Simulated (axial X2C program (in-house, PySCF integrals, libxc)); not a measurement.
## Potential curves of In₂, with spin–orbit coupling

Calculated with an axial X2C code built on PySCF integrals. Two-component (2c) means X2C with spin–orbit coupling and atomic mean-field two-electron Coulomb and Gaunt terms. Basis: In dyall-cv3z [11s12p9d4f1g] (cores contracted in-house); Gaussian nuclei, density fitting, unrestricted open shells. Masses: In 114.904 u.

State: Ω = 1 (⟨Sz⟩ = -0.01, ⟨Lz⟩ = 1.01 at PBE0). Energies in eV from the lowest point of each curve. Fits are polynomials in 1 − R0/R over 0.85 to 1.23 times the lowest point R0.

| R (Å) | PBE0 |
| --- | --- |
| 2.6492 | 0.3047 |
| 2.7710 | 0.1218 |
| 2.8623 | 0.0460 |
| 2.9536 | 0.0086 |
| 3.0450 | 0.0000 |
| 3.1516 | 0.0169 |
| 3.2582 | 0.0541 |
| 3.3952 | 0.1218 |
| 3.5626 | 0.2214 |
| 3.8062 | 0.3777 |

The state is one determinant whose occupation by symmetry is held fixed; it was picked as the lowest of a PBE0 search that is not exhaustive. Density functionals use the spin component along the axis (collinear). Without a current term, density functionals place determinants with orbital angular momentum somewhat too high. With several unpaired electrons one determinant need not be a pure state. The lowest spin-free determinant has another configuration (M_S = 1, Λ = 1), so the order of states is uncertain and this need not be the ground state.

(1) Fit the PBE0 curve near its minimum: give the equilibrium distance and the harmonic wavenumber.

## Answers

(1) At PBE0, 2c: Re = 3.031 Å, ωe ≈ 113 cm⁻¹; Be follows as 0.0319 cm⁻¹.
